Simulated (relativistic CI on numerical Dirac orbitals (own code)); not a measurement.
# Se XXVI: what numerical and physical settings do to a radial Dirac CI calculation

Reference input:

```
atom Se  Z=34  charge=25  electrons=9
nucleus A=80  rms_radius_fm=4.1400
hamiltonian dirac-coulomb  breit=on  qed=on  c_scale=1
orbitals kli  potential=per-configuration
slater_scale 1
correlation none
mixing on
grid step=0.0125 r_max=4.4
scf mixing=0.4 start=green max_iterations=150 tolerance=2e-08 node_fill=0.05
configurations
  [He] 2s2 2p5
  [He] 2s 2p6
  [He] 2p6 3s
end
```

Computed lowest total energy -1961.56339 Ha, first excitation 345596.2 cm⁻¹, 26 SCF steps. Runs with settings changed; * marks those that are bad on purpose:

| Changed | Outcome | Lowest level | ΔE (Ha) | First excitation (cm⁻¹) | SCF steps | Message |
| --- | --- | --- | --- | --- | --- | --- |
| grid step 0.008 | converged | 2s²2p⁵ ²P°3/2 | -3.56e-05 | 345596.2 | 27 |  |
| SCF mixing 0.2, SCF tolerance 1e-10 | converged | 2s²2p⁵ ²P°3/2 | -1.13e-09 | 345596.2 | 33 |  |
| SCF mixing 0.7 | converged | 2s²2p⁵ ²P°3/2 | -1.15e-09 | 345596.2 | 24 |  |
| configuration list: overfill * | refused |  |  |  | 0 | configuration [He] 2p7: a shell holds more than 4l+2 electrons |
| node fill of the KLI weights 5 * | converged | 2s²2p⁵ ²P°3/2 | 0.0225 | 346643.7 | 27 |  |
